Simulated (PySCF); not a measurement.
## Deuteron quadrupole couplings in `Cc1ccpcc1C#N`

Species: C7H6NP.
Geometry (GFN2-xTB, Å), atoms numbered from 1 in this order:
```xyz
15
C7H6NP angstrom
C     -1.2904   -1.4170   -0.0038
C     -0.1403   -0.4594    0.0094
C      1.1662   -0.9243    0.0778
C      2.2847   -0.1176    0.0939
P      2.2912    1.6172    0.0333
C      0.5857    1.9017   -0.0441
C     -0.3956    0.9185   -0.0488
C     -1.7396    1.3638   -0.1181
N     -2.8172    1.7512   -0.1756
H     -0.9419   -2.4455    0.0474
H     -1.9531   -1.2290    0.8409
H     -1.8806   -1.2916   -0.9116
H      1.3132   -1.9968    0.1209
H      3.2544   -0.5970    0.1496
H      0.2590    2.9339   -0.0931
```

Level: PBE0/pcSseg-1 (PySCF, non-relativistic); Q(2H) = 0.00286 b; rigid geometry, the same for H and D, with no vibrational averaging.

Question: Rank these positions by the coupling χzz of a deuteron there, largest first.
A. H11 (methyl hydrogen)
B. H14 (aromatic hydrogen)
C. H10 (methyl hydrogen)

Answer: B (216 kHz), C (210 kHz), A (206 kHz).

Question: Give the electric field gradient Vzz (the principal value of largest size), its asymmetry and the 2H coupling at each hydrogen.

Answer: 
| atom | bonded to | bond length (Å) | Vzz (au) | η | χzz (kHz) |
| --- | --- | --- | --- | --- | --- |
| H10 | C1 | 1.087 | 0.3128 | 0.04 | 210 |
| H11 | C1 | 1.090 | 0.3061 | 0.04 | 206 |
| H12 | C1 | 1.090 | 0.3061 | 0.04 | 206 |
| H13 | C3 | 1.083 | 0.3171 | 0.07 | 213 |
| H14 | C4 | 1.083 | 0.3212 | 0.06 | 216 |
| H15 | C6 | 1.084 | 0.3160 | 0.07 | 212 |

Geometry: GFN2-xTB; no solvent, vibrations or thermal averaging. GFN2-xTB bond lengths can be off by several hundredths of an ångström, more for odd bonds, and the gradients follow them. The basis is small and wasn't made for field gradients, so the couplings can be 20 % off.

The run behind these numbers computed NMR shieldings as well. Hardware: an x86-64 server with one thread, on a shared host. Cost: 21 s.
